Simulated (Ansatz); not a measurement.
Calculated with Ansatz (gas phase, PBE0-D4/def2-TZVP geometries, no zero-point term in ΔE). CBS: MP2 limit from def2 TZ/QZ plus the TZ coupled-cluster correction, frozen cores. One conformer a species, not always the lowest.

Reaction (formal exchange of groups at a C–B bond): `CCOB(C)Cl` + `C1=CCCC1` → `CC1C=CCC1` + `CCOBCl`

```json
{"species": "`CCOB(C)Cl`", "CCSD(T)/CBS(def2) energy (Eh)": "-678.82786"}
{"species": "`C1=CCCC1`", "CCSD(T)/CBS(def2) energy (Eh)": "-195.06189"}
{"species": "`CC1C=CCC1`", "CCSD(T)/CBS(def2) energy (Eh)": "-234.32497"}
{"species": "`CCOBCl`", "CCSD(T)/CBS(def2) energy (Eh)": "-639.54595"}
```

**Question.** Work out ΔE.

**Answer.** ΔE = (-234.32497) + (-639.54595) − (-678.82786) − (-195.06189) = 0.01883 Eh = +0.51 eV.

Largest T1 diagnostic among the species: 0.012.
